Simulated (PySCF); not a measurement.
Choosing a molecule for a target property.

All species are isolated and taken at one optimised geometry, non-relativistic unless stated; the electronic structure was computed with PySCF and density fitting.

Dipoles, sizes and rotational constants follow the conformer. The torsions of the flexible species, by atom-mapped SMILES:
- `[CH3:1][SiH:2][CH2:3][CH2:4][CH2:5][SH:6]`: C1–Si2–C3–C4 65°, Si2–C3–C4–C5 179°, C3–C4–C5–S6 179°, H–S6–C5–C4 62°
- `[H]/[N:8]=[CH:7]/[C@@H:5]([C:4]#[C:3][C:2]=[CH+:1])[CH3:6]`: C4–C5–C7–N8 90°
- `[O:1]=[CH:2][O:3][CH2:4][C@@H:5]1[CH:6][CH2:7][O:8]1`: O1–C2–O3–C4 -2°, C2–O3–C4–C5 -90°, O3–C4–C5–C6 47°
- `[CH3:1][O:2][C:3]1=[CH:4][O:5][CH:6][CH2:7][O:8]1`: C1–O2–C3–C4 177°
- `[CH3:1][C:2]1[CH2:3][C@H:4]1[O:5][CH2:6][CH2:7][Cl:8]`: C3–C4–O5–C6 -96°, C4–O5–C6–C7 67°, O5–C6–C7–Cl8 61°

Question: Wanted: isotropic g value between 2.0032 and 2.006 (unrestricted B3LYP/pcH-1, mean-field spin–orbit) and smallest rotational constant below 0.84 GHz (GFN2-xTB), at GFN2-xTB geometries. Which candidate meets both?
A. `COC1=CO[CH]CO1` [radical]
B. `C[C]1C[C@H]1OCCCl` [radical]
C. `O=COC[C@@H]1[CH]CO1` [radical]
D. `[H]/N=C/[C@H](C)C#C[C]=[CH+]` [radical]
E. `C[SiH]CCCS` [radical]

Answer: E. Computed values:
```
                               species  isotropic g value  smallest rotational constant
         O=COC[C@@H]1[CH]CO1 [radical]            2.00262                     1.426 GHz
           C[C]1C[C@H]1OCCCl [radical]            2.00278                     0.865 GHz
              COC1=CO[CH]CO1 [radical]            2.00312                     1.248 GHz
                  C[SiH]CCCS [radical]            2.00337                     0.679 GHz
[H]/N=C/[C@H](C)C#C[C]=[CH+] [radical]            2.00789                     0.810 GHz
```
